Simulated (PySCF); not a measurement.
H6O4SiTi, SMILES [SiH3]1->[Ti]([O]1)([OH])([OH])[OH], multiplicity 1.

Coordinates come from a B3LYP-D3(BJ)/def2-SVP optimisation. The spin state was assumed, not searched. The values are those of a single conformer.

Two levels are set side by side: TDA-PBE/def2-SVPD (PySCF) and TDA-B3LYP/def2-SVPD (PySCF). Vertical, same geometry. The lowest singlet is HOMO−1→LUMO 46 %, HOMO→LUMO+1 41 % with PBE and HOMO−1→LUMO 41 %, HOMO→LUMO+1 37 %, HOMO→LUMO 8 %, HOMO−1→LUMO+1 8 % with the other functional; states are paired by order. Differences are taken from unrounded values.

```tsv
quantity	TDA-B3LYP	TDA-PBE	TDA-PBE minus TDA-B3LYP
lowest singlet excitation (eV)	5.36	4.67	-0.68
lowest triplet excitation (TDA) (eV)	5.20	4.56	-0.64
first bright state (f over 0.05) (eV)	5.65	4.93	-0.72
its oscillator strength	0.07	0.07	0.00
```

A lower first singlet is the usual sign of a functional without exact exchange. Differences between two approximate levels are no errors against the true value.

Rough cost on one machine, each run with all the roots and properties that it gave: TDA-B3LYP against TDA-PBE about 4 times.
